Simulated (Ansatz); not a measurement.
Ansatz (a quantum-chemistry and plane-wave program) input for Ga(Me)2(SH) (C₂H₇GaS), SMILES [CH3][Ga]([CH3])[SH], PBE/def2-SVPD. Geometry: B3LYP-D3(BJ)/def2-SVP. The structure was generated by enumeration; whether it is a known compound was not checked. One conformer was computed; it need not be the lowest.

Ansatz 0.2 input:
```yaml
crystal:
  periodic: [false, false, false]
  atoms:
    - {symbol: Ga, position_ang: [-0.24156777, 0.19508045, -0.06992513]}
    - {symbol: C, position_ang: [-2.03165508, -0.61643382, -0.27564277]}
    - {symbol: H, position_ang: [-2.02374856, -1.68808915, -0.02958568]}
    - {symbol: H, position_ang: [-2.37709737, -0.49871024, -1.31613164]}
    - {symbol: H, position_ang: [-2.76241809, -0.10764989, 0.37371736]}
    - {symbol: C, position_ang: [0.20344814, 2.11651786, -0.22742042]}
    - {symbol: H, position_ang: [1.28090162, 2.27757385, -0.37920001]}
    - {symbol: H, position_ang: [-0.09433050, 2.63565950, 0.69919064]}
    - {symbol: H, position_ang: [-0.34872087, 2.58021639, -1.06014783]}
    - {symbol: S, position_ang: [1.39985868, -1.24551592, 0.40391638]}
    - {symbol: H, position_ang: [2.38551759, -0.31874424, 0.43555330]}
basis:
  gaussian:
    orbitals: def2-SVPD
hamiltonian:
  xc: {name: PBE}
```

It prints:

```
WARN ansatz: RAYON_NUM_THREADS=1 ignored (pool sized by the plan → 1); use --threads N
Functional definition: PBE
integrals: 0.11 GiB planned
1471 factors; their error is unknown
mean field: 0.66 GiB planned
mean field evaluation 1: about -65360.1740 eV, gradient 8.3e1 eV
mean field evaluation 2: about -65336.6219 eV, gradient 1.2e2 eV
mean field evaluation 4: about -65375.6620 eV, gradient 7.3e0 eV
mean field evaluation 8: about -65375.8071 eV, gradient 2.0e-1 eV
mean field evaluation 16: about -65375.7582 eV, gradient 1.0e-4 eV
mean field -65375.75815444 eV, -2402.5147988952 hartree, gradient 3.9e-5 eV, S^2 0.000000; 0 other end points of the search recorded, 0 dependent functions left out
reference -65375.75821476 eV, -2402.5148011119 hartree; 33, 33 occupied and 128, 128 virtual orbitals, 1471 factors
Total energy: -65375.75821476 eV, -2402.5148011119 hartree
```

The run converged.
